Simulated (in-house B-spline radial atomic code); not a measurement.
**Ionising Hg VIII (Hg7+) with different functionals**

Computed with a radial B-spline atomic code at the basis-set limit: scalar-relativistic (spin-free X2C) Hamiltonian, Fermi nucleus of rms radius 5.4648 fm, spin-polarised at highest spin, spherical fractional occupations for the functionals, and exact exchange of hybrids averaged over the configuration. The ionisation energy is the difference of two self-consistent energies, [Xe] 4f14 5d5 → [Xe] 4f14 5d4, without Breit or QED terms; ε is the level of the shell that loses the electron (its least bound occupied spin orbital). There is no spin-orbit coupling in this Hamiltonian.

| method | rung | ΔSCF (eV) | -ε(5d) (eV) |
| --- | --- | --- | --- |
| PBE0 | global hybrid | 117.38 | 110.99 |
| B3LYP | global hybrid | 117.15 | 110.26 |
| TPSSh | global hybrid | 117.30 | 109.51 |
| BHandHLYP | global hybrid | ? | ? |
| r2SCAN0 | global hybrid | 117.84 | 111.52 |
| B97-1 | global hybrid | 117.14 | 110.36 |
| HSE06 | range-separated hybrid | ? | ? |
| wB97X | range-separated hybrid | 116.94 | 113.21 |
| CAM-B3LYP | range-separated hybrid | 117.08 | 112.18 |
| LC-wPBE | range-separated hybrid | 117.14 | 113.62 |

What does HSE06 give?

ΔSCF 117.34 eV, and -ε(5d) = 110.54 eV.

What does BHandHLYP give?

ΔSCF 117.22 eV, and -ε(5d) = 113.17 eV.

Among the functionals, which spreads more, the ΔSCF values or the orbital energies?

The orbital energies: ΔSCF values span about 0.90 eV and the orbital energies 4.11 eV; here energy differences depend much less on the functional than eigenvalues do.

How do they compare with the NIST value?

NIST lists 114 eV ± 2.1 (tabulated theory, ground level to ground level). Errors run from +3.04 to +3.94 eV; all lie within about twice that uncertainty, so the table can't rank the methods.
